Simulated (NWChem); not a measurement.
Species: CF3, doublet; SMILES F[C](F)F

Computed with NWChem. Pople sets run with spherical d functions. Spin-unrestricted. In the optimisation the excess spin sits in a (C3, its own frame). No stability test was run on the SCF state. Each level has its own optimisation; frequencies are unscaled.

For level PBE0/def2-SVP:

| Property | Value |
|---|---|
| highest harmonic frequency (cm⁻¹) | 1336 |
| lowest (cm⁻¹) | 522 |
| dipole (D) | 0.23 |

Task: How do the values read with level UHF/6-31G* instead?

Result: 
| Property | Result |
|---|---|
| highest harmonic frequency (cm⁻¹) | 1440 |
| lowest (cm⁻¹) | 549 |
| dipole (D) | 0.60 |
